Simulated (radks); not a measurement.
All-electron atom: F II in [He] 2s2 2p4.

Method: non-relativistic Kohn-Sham, exchange-only PBE, spin-unpolarised, spherical densities, point nucleus; computed with a radial shooting solver on a logarithmic mesh with Libxc functionals.

Energy parts (eV):
part                 energy
total             -2685.220
kinetic            2685.220
electron-nucleus  -6304.523
Hartree            1190.592
exchange           -256.509

Orbitals (lengths in bohr, moments of r in powers of bohr; <r^-3> diverges for s and p1/2):
| orbital | occ. | eigenvalue (eV) | <r^-3> | <1/r> |
|---|---|---|---|---|
| 1s | 2 | -682.8389 | - | 8.614 |
| 2s | 2 | -46.1288 | - | 1.513 |
| 2p | 4 | -27.2772 | 9.047 | 1.372 |

The highest occupied level is 2p at -27.277 eV. For comparison, the ionisation energy in NIST's Atomic Spectra Database is 34.971 eV (measured). In exact Kohn-Sham theory the highest level is minus the ionisation energy, but local and semilocal functionals leave it too shallow, through self-interaction and a potential that decays too fast; potentials with the right tail come closer. Summed over all electrons, <r^2> = 7.387 bohr^2, which gives a Langevin (diamagnetic) susceptibility term of -5.85 x 10^-6 cm^3/mol. Virial ratio -V/T = 2.00000. The electron density at the nucleus is 452.3 e/bohr^3.

Beside tabulated values, note that spin-unpolarised runs miss the spin-polarisation part of the exchange energy of open shells.
